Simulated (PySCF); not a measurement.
C₄H₈S, SMILES CC1CSC1.

Geometry optimised at ωB97X-D3(BJ)/def2-SVP.

Two levels are set side by side: TDA-PBE/def2-SVPD (PySCF) and TDA-LC-ωPBE/def2-SVPD (PySCF). Vertical, same geometry. The lowest singlet is HOMO→LUMO 100 % with PBE and HOMO→LUMO 73 %, HOMO→LUMO+6 24 % with the other functional; states are paired by order. Differences are taken from unrounded values.

| quantity | TDA-LC-ωPBE | TDA-PBE | TDA-PBE minus TDA-LC-ωPBE |
|---|---|---|---|
| lowest singlet excitation (eV) | 4.85 | 4.44 | -0.41 |
| lowest triplet excitation (TDA) (eV) | 4.26 | 3.98 | -0.28 |

Functionals without exact exchange tend to place singlet excitations lower, as here. Differences between two approximate levels are no errors against the true value.

Rough cost on one machine, each run with all the roots and properties that it gave: TDA-LC-ωPBE against TDA-PBE about 3 times.
